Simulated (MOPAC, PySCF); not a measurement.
C₉H₉NSSi, SMILES `c1([SiH3])cc(nc2ccccc12)S` (N–C–S–H torsion 0°), neutral singlet in the gas phase. 

Z-matrix (Å, degrees):
```
C
C 1 1.4229
C 2 1.3892 1 120.97
H 3 1.1002 2 119.99 1 -180.00
H 2 1.1019 3 119.69 4 0.00
C 3 1.4193 4 119.85 2 -180.00
C 6 1.3877 3 120.44 4 180.00
H 7 1.0995 6 122.07 3 180.00
H 6 1.1007 7 119.94 8 0.00
C 7 1.4247 8 117.32 6 180.00
N 10 1.3669 7 118.36 8 0.00
C 11 1.3196 10 118.35 7 -180.00
C 12 1.4337 11 123.80 10 0.00
C 13 1.3882 12 119.47 11 0.00
H 13 1.1012 14 121.17 1 180.00
S 12 1.7781 11 119.06 10 -180.00
H 16 1.3622 12 93.30 11 0.00
Si 14 1.8950 13 119.45 15 0.00
H 18 1.5023 14 107.83 13 0.00
H 18 1.5047 19 109.47 15 120.85
H 18 1.5047 19 109.47 20 118.30
```
Charge 0, multiplicity 1.

All levels are single points at this geometry (PBE-D3(BJ)/def2-SVP); Pople sets use spherical d functions. Orbital energies aren't observables, and empty levels follow the basis.

PM7 in MOPAC gives HOMO (eV) = -8.72.

Problem. Estimate the HOMO (eV) from each of these levels: PBE-D3(BJ)/def2-TZVP in PySCF; B3LYP/6-311+G** in PySCF; B3LYP/6-31G* in PySCF; SVWN5/6-31G* in PySCF; HF/3-21G in PySCF; HF/STO-3G in PySCF; AM1 in MOPAC; PM3 in MOPAC.

Solution. 
```tsv
level	HOMO (eV)
PBE-D3(BJ)/def2-TZVP in PySCF	-5.64
B3LYP/6-311+G** in PySCF	-6.40
B3LYP/6-31G* in PySCF	-6.13
SVWN5/6-31G* in PySCF	-5.56
HF/3-21G in PySCF	-8.46
HF/STO-3G in PySCF	-6.06
AM1 in MOPAC	-8.67
PM3 in MOPAC	-8.75
```
